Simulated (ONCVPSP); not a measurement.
W: from the effect back to the setting (ONCV)

Base potential:

ONCVPSP 4.0.1 input, shortened (lines: element, Z, core and valence counts, functional; n l f; lmax; l rc ep ncon nbas qcut; lloc lpopt rc5 dvloc0; l nproj debl; icmod fcfact rcfact), PBE, scalar-relativistic:

```
  W 74.00   10    4        4      upf
    1    0    2.00
    2    0    2.00
    2    1    6.00
    3    0    2.00
    3    1    6.00
    3    2   10.00
    4    0    2.00
    4    1    6.00
    4    2   10.00
    4    3   14.00
    5    0    2.00
    5    1    6.00
    5    2    4.00
    6    0    2.00
    2
    0    1.45    0.00    4    8    7.60
    1    1.30    0.00    4    7    5.30
    2    2.50    0.00    3    8    7.60
    4    5    1.15    0.00
    0    3    1.40
    1    2    2.50
    2    1    1.90
    3    5.50    1.40
```

Cutoffs, loose and tight: the cutoffs (Ha) at which the residual kinetic energy of the hardest occupied pseudo-wave falls to 1 and 0.1 mHa per electron. They do not see the model core or the augmentation charge, which bear on the density cutoff. Test errors are all-electron minus pseudo excitation energies from the reference, over the configurations 5s2 5p6 5d4 6s1; 5s2 5p6 5d4 6s0; 5s2 5p6 5d3 6s0; 5s2 5p6 5d5 6s0; variants that change the core or the reference have their own tests.

Only the fcfact is moved:

| fcfact | cutoff, loose | cutoff, tight | bound ghosts | largest test error (meV) | median size of the test errors |
| --- | --- | --- | --- | --- | --- |
| 1.4 | 78 Ha | 92 Ha | none | -6.3 | 1.7 meV |
| 2.8 | 78 Ha | 92 Ha | none | -8.1 | 2.1 meV |
| 3.5 | 78 Ha | 92 Ha | none | -9.0 | 2.5 meV |
| 5.6 | 78 Ha | 92 Ha | none | -12 | 5.1 meV |
| 6.8 | 78 Ha | 92 Ha | none | -13 | 6.7 meV |
| 7.8 | 78 Ha | 92 Ha | none | -14 | 7.9 meV |

Problem. One more run gave cutoff, loose: 78 Ha; cutoff, tight: 92 Ha; bound ghosts: none; largest test error (meV): -10; median size of the test errors: 3.8 meV. Which value of the fcfact was used?

Solution. 4.6. The median size of the test errors moves one way along this sweep, from 1.7 meV at 1.4 to 7.9 meV at 7.8, which places the run between 3.5 and 5.6.
